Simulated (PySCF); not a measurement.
Harmonic spectrum computed at PBE in the def2-TZVP basis family (core potentials from Rb on, PySCF, no spin–orbit coupling):

| symmetry | ω (cm⁻¹) | IR (km/mol, summed over degenerate members) |
| --- | --- | --- |
| e | 238 | 7.9 |
| a1 | 304 | 18.3 |
| e | 656 | 245 |
| a1 | 692 | 65.1 |

Problem. Which molecule gave it? In each, all ligands are bound to the one heavy central atom.
A. SiF₃ (doublet)
B. AsF₃ (singlet)
C. BrF₃ (singlet)
D. ClF₃ (singlet)

Solution. B. It has C3v symmetry with As–F 1.746 Å (×3).
